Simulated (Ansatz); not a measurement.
| atom | x (Å) | y (Å) | z (Å) |
| --- | --- | --- | --- |
| C | 0.0393 | -0.0309 | -0.0016 |
| F | 0.7939 | 0.7959 | 0.7572 |
| F | 0.7448 | -0.7668 | -0.7124 |
| F | -0.7321 | 0.7442 | -0.7985 |
| F | -0.7794 | -0.7377 | 0.8000 |

Basis set: def2-TZVP (spherical functions). Left uncorrelated: 5 orbitals. Charge 0, multiplicity 1.

Computed with Ansatz (development build ahead of 0.2.0); each method stands on the lowest determinant of its kind that the runs found. Restricted open shells among the atoms or ions are ROHF, correlated in semicanonical orbitals with singles.

The atomization energy at this shape (free ground-state atoms in the same class of orbitals less the molecule, no zero-point energy) of singlet CF4:

| method | atomization energy |
| --- | --- |
| RHF | 1353.7 kJ/mol |

(1) What does RHF-MP2 give?

Answers

(1) 2042.6 kJ/mol. Caution: the shape is not the minimum.
